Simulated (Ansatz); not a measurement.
Geometry optimisation, RKS B3LYP-D4/def2-SVP (Ansatz).

Input:

```yaml
crystal:
  periodic: [false, false, false]
  atoms:
    - { symbol: B, position_ang: [-0.146059, 0.40051, -0.367258] }
    - { symbol: O, position_ang: [-0.061075, -0.06065, 2.198778] }
    - { symbol: H, position_ang: [-1.02386, -0.164559, 2.174827] }
    - { symbol: H, position_ang: [0.851411, -0.178975, -0.703585] }
    - { symbol: O, position_ang: [-1.393323, -0.100192, -0.516832] }
    - { symbol: H, position_ang: [-1.391394, -1.003128, -0.85618] }
    - { symbol: F, position_ang: [-0.062031, 1.656853, 0.06461] }
    - { symbol: H, position_ang: [0.051932, 0.90584, 2.04724] }
basis:
  gaussian: { orbitals: def2-SVP }
hamiltonian:
  xc: b3lyp
  dispersion: d4
relax:
  f_tol: 0.03
  max_steps: 50
```

Run as:

```bash
$ ansatz run input.yaml --threads 2 --pin off --max-ram 3072MiB --backend cpu --events-out ev --progress --plain --runs-dir out
```

Task: Where does it end, and by what steps?

Result: It converged. After 7 steps the energy has fallen by 0.022 eV; H8 moved furthest, 0.16 Å.

```tsv
step	energy less start (eV)	largest force component (eV/Å)	accepted
0	0.0000	0.768	yes
1	-0.0105	0.658	yes
2	-0.0116	0.625	yes
3	-0.0176	0.535	yes
4	-0.0201	0.322	yes
5	-0.0218	0.037	yes
6	-0.0220	0.045	yes
7	-0.0222	0.025	yes
```

```xyz
8
Properties=species:S:1:pos:R:3
B -0.155 0.404 -0.327
O -0.062 -0.070 2.038
H -1.027 -0.148 2.060
H 0.852 -0.187 -0.623
O -1.403 -0.101 -0.498
H -1.390 -1.020 -0.791
F -0.083 1.706 -0.019
H 0.093 0.872 2.202
```

Whether the end is a true minimum wasn't checked by a vibrational analysis.

The run took 12 s on 2 threads of Arm Neoverse V1, on a shared host, peak memory 0.14 GiB.
